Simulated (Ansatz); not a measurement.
Basis-set extrapolation for CH₄ClNOSi, SMILES `N[Si]1(Cl)CO1` (PBE0-D4/def2-TZVP geometry, frozen core, Ansatz). Multiplicity 1, RHF reference.

```tsv
	def2-TZVPP	def2-QZVPP
HF	-918.115855	-918.146348
MP2 correlation	-0.915414	-0.989679
CCSD(T) correlation	-0.989473	not run
```

Energies in hartree. Use E(X) = E(∞) + A·exp(−7.88·√X) for Hartree–Fock and E(X) = E(∞) + B·X^(−2.97) for correlation, with X = 3 and 4, and add CCSD(T) minus MP2 of the smaller set to the MP2 limit.

What is the CCSD(T) energy at the basis-set limit?

HF limit: -918.146348 + (-0.030493) × 0.13774 = -918.15055. MP2 limit: -0.989679 + (-0.074265) × 0.74074 = -1.04469. Higher-order term: -0.989473 − (-0.915414) = -0.07406. Total: -919.26930 hartree, 4.46 eV below CCSD(T)/def2-TZVPP.
